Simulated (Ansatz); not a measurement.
Two isomers of C2H6O2Se: A = `COC(O)[SeH]`, B = `C[Se]C(O)O`.

Computed with Ansatz on PBE0-D4/def2-TZVP structures; ΔE is electronic, products minus reactants. CCSD(T)/CBS is the MP2 limit (def2-TZVPP, def2-QZVPP) plus CCSD(T) − MP2 in def2-TZVPP, frozen cores. DFT in def2-TZVPP. B3LYP here is the variant with VWN-RPA as its local correlation; programs differ in this. For Se outer-core shells are correlated without core-valence functions, which leaves a few kJ/mol of doubt a bond. Scalar relativity is left out up to krypton. One conformer a species, not always the lowest.

Problem. Which isomer does CCSD(T)/CBS put lower? Give the gap. (Best estimate.)

Solution. Ansatz gave: B, by 13.0 kcal/mol.

Problem. Give E(B) − E(A) in kcal/mol with CCSD(T)/def2-TZVPP, BLYP-D4, B3LYP-D4, B3LYP, LDA (SPW92), PBE0-D4, CCSD/def2-TZVPP. (Estimate.)

Solution. Ansatz gave: CCSD(T)/def2-TZVPP -12.6, BLYP-D4 -11.7, B3LYP-D4 -11.7, B3LYP -11.4, LDA (SPW92) -11.1, PBE0-D4 -12.6, CCSD/def2-TZVPP -12.3. None reverses the order clearly.

Problem. Does the order hold for the free energy at 298.15 K (harmonic terms from PBE0-D4)? (An estimate is asked.)

Solution. Ansatz gave: Yes: G(B) − G(A) = -11.8 kcal/mol, for one conformer each. Modes under 60 cm⁻¹, often nearly free rotors, make the harmonic entropy too high.

Largest T1 diagnostic: 0.011.

Leaving LDA and LC-ωPBE aside and taking each functional with its dispersion term where it has one, the values, not all of them listed here, spread over 2.0 kcal/mol, from PBE-QIDH to CAM-B3LYP-D4. LDA lies +1.3 kcal/mol from PBE without D4. In def2-TZVPP, CCSD(T) changes the Hartree–Fock value by −2.4 kcal/mol (the triples alone add −0.3 kcal/mol) and MP2 by −3.9 kcal/mol.
